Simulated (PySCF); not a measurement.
Delta-SCF ions had no search for a lower state. Excitations are Tamm–Dancoff values on a coarser integration grid. The basis has no diffuse functions, so Rydberg states are missing or too high.

Cartesian coordinates (Å):
```xyz
20

C      2.9508    -0.2785    -0.1395
C      1.9340    -0.6891     0.9263
In    -0.1287    -0.4896     0.2915
C     -1.9014    -1.6615    -0.0842
C     -3.1782    -0.8235    -0.0903
O     -0.6220     1.4146    -0.1504
C      0.1703     2.5490    -0.0532
H      2.8101     0.7640    -0.4633
H      2.8837    -0.9086    -1.0403
H      3.9849    -0.3642     0.2340
H      2.0434    -0.0631     1.8263
H      2.0987    -1.7284     1.2474
H     -1.7450    -2.1467    -1.0617
H     -1.9547    -2.4774     0.6529
H     -3.1063     0.0223    -0.7890
H     -4.0551    -1.4276    -0.3772
H     -3.3882    -0.3948     0.9015
H      0.4621     2.9354    -1.0510
H      1.1137     2.3979     0.5140
H     -0.3721     3.3699     0.4557
```
Charge 0, spin multiplicity 1.

**Question.** Estimate the S1–T1 gap (TDA), S1 oscillator strength, vertical ionisation energy (Delta-SCF), total energy, T1 excitation (TDA), HOMO, dipole moment and LUMO that TPSSh-D3(BJ)/def2-TZVP // CAM-B3LYP-D3(BJ)/def2-SVP run with PySCF 2.14.0 returns for this input.

**Answer.** 
```yaml
S1–T1 gap (TDA): 0.25 eV
S1 oscillator strength: 0.001
vertical ionisation energy (Delta-SCF): 8.18 eV
total_energy: -463.7817 Ha
T1 excitation (TDA): 4.14 eV
HOMO: -6.01 eV
dipole_moment: 2.31 D
LUMO: -1.11 eV
```
